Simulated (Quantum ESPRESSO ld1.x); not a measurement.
Problem. These are the eigenvalues of the occupied orbitals of an atom or ion with whole-number occupations (Ry). All-electron calculation, Dirac Kohn-Sham, relativistic LDA (MacDonald-Vosko exchange, VWN5 correlation), spin-unpolarised, spherical densities, point nucleus. Program: ld1.x of Quantum ESPRESSO 7.5.

orbital  eigenvalue
1s1/2      -3272.18
2s1/2      -700.972
2p1/2      -677.500
2p3/2      -641.374
3s1/2      -279.542
3p1/2      -271.084
3p3/2      -261.778

Which element is it, and in what charge state? The configuration may be excited. Open shells, if any, are shared by 2j + 1.

Solution. Z = 59, praseodymium, charge +45: Pr45+ in [Ne] 3s2 3p2. The list shows which subshells hold electrons but not how many an open one holds; the 1s level, -1636.1 hartree, gives Z - s = 57.2 by -(Z - s)^2/2, which with screening and relativity narrows Z to a few neighbours, and the depths of the outer levels then fix element, charge and occupations together.
